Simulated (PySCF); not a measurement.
PySCF 2.14 output of an unrestricted CAM-B3LYP calculation on a single atom or ion in x2c-TZVPPall, with scalar relativity by spin-free X2C-1e:

```
SCF conv_tol = 1e-09
number electrons alpha = 21  beta = 18
    T. Yanai, D. P. Tew, and N. C. Handy.,  Chem. Phys. Lett. 393, 51 (2004)
cycle= 1 E= -3598.19445325382  delta_E= -0.00879  |g|= 0.0496  |ddm|= 0.252
cycle= 2 E= -3598.19468495791  delta_E= -0.000232  |g|= 0.0177  |ddm|= 0.0544
cycle= 3 E= -3598.19470714351  delta_E= -2.22e-05  |g|= 0.00187  |ddm|= 0.0145
cycle= 4 E= -3598.19470860066  delta_E= -1.46e-06  |g|= 0.000579  |ddm|= 0.00901
cycle= 5 E= -3598.19470877643  delta_E= -1.76e-07  |g|= 5.24e-05  |ddm|= 0.00295
cycle= 6 E= -3598.19470878186  delta_E= -5.43e-09  |g|= 4.09e-06  |ddm|= 0.000794
cycle= 7 E= -3598.19470878188  delta_E= -2.27e-11  |g|= 2.2e-07  |ddm|= 4.48e-05
converged SCF energy = -3598.19470878188  <S^2> = 3.7512225  2S+1 = 4.0006112
```

The run itself started from symmetry-adapted Hartree-Fock orbitals and held the occupation by maximum overlap, on a logarithmic radial grid, so the iterations belong to that start.

Task: Which element, charge and spin multiplicity is this?

Result: Zr⁺ (zirconium, charge +1), multiplicity 4; the state was [Kr] 4d2 5s1, high-spin 4F determinant.
